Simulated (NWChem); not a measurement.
System: CH₄F₂Si; SMILES F[SiH](C)F

```xyz
8

Si    -0.0002    -0.0644     0.3359
C     -0.0006     1.6903    -0.2370
F     -1.2958    -0.8298    -0.2564
F      1.2953    -0.8297    -0.2570
H      0.0002    -0.2473     1.8062
H     -0.8919     2.2208     0.1318
H      0.8925     2.2203     0.1284
H     -0.0026     1.7369    -1.3368
```
Atoms are numbered in this order, from 1.

All runs use the structure optimised with PBE0/def2-SVP.

**Question.** Give the principal values of the shielding tensors (ppm) of Si1, C2, F3 from BHandHLYP/pcSseg-1, GIAO (NWChem), with their diamagnetic and paramagnetic parts as GIAO splits them.

**Answer.** 
```tsv
atom	σ11	σ22	σ33	isotropic	diamagnetic	paramagnetic
Si1	321.9	343.2	428.5	364.5	877.4	-512.9
C2	178.6	184.2	193.6	185.5	256.1	-70.6
F3	262.8	367.0	386.6	338.8	473.0	-134.2
```
